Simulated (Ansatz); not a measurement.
ClH3HfO3 (`[OH][Hf]([OH])([OH])[Cl]`). Total charge 0; spin multiplicity 1. Hf takes the def2 core potential. Geometry: relaxed with PBE0-D4/def2-TZVP. It is one conformer, not always the lowest.

```xyz
8

O    -0.328   -1.798   -0.187
Hf    0.142   -0.003    0.291
O     1.367    0.717   -0.995
O    -1.433    1.086    0.374
Cl    1.185   -0.019    2.428
H    -0.865   -2.557   -0.387
H     1.957    0.762   -1.740
H    -2.026    1.812    0.215
```

What is the dipole moment at PBE/def2-TZVPP? (Estimate.)

Ansatz gave: 3.59 D, with components (-1.58, 0.03, -3.22) D in this frame, pointing from negative to positive charge.

And with r2SCAN, B3LYP, ωB97M-V? (An estimate is asked.)

Computed: r2SCAN 3.67 D, B3LYP 3.61 D, ωB97M-V 3.65 D.

Give the Mulliken charges with PBE, ωB97M-V, r2SCAN in def2-TZVPP. (Best estimate.)

Computed: 
```json
{"atom": "O1", "PBE": "-0.39", "ωB97M-V": "-0.41", "r2SCAN": "-0.47"}
{"atom": "Hf2", "PBE": "0.93", "ωB97M-V": "1.05", "r2SCAN": "1.17"}
{"atom": "O3", "PBE": "-0.39", "ωB97M-V": "-0.41", "r2SCAN": "-0.47"}
{"atom": "O4", "PBE": "-0.39", "ωB97M-V": "-0.41", "r2SCAN": "-0.47"}
{"atom": "Cl5", "PBE": "-0.31", "ωB97M-V": "-0.30", "r2SCAN": "-0.34"}
{"atom": "H6", "PBE": "0.18", "ωB97M-V": "0.16", "r2SCAN": "0.19"}
{"atom": "H7", "PBE": "0.18", "ωB97M-V": "0.16", "r2SCAN": "0.19"}
{"atom": "H8", "PBE": "0.18", "ωB97M-V": "0.16", "r2SCAN": "0.19"}
```

B3LYP here is the variant with VWN-RPA as its local correlation; programs differ in this.
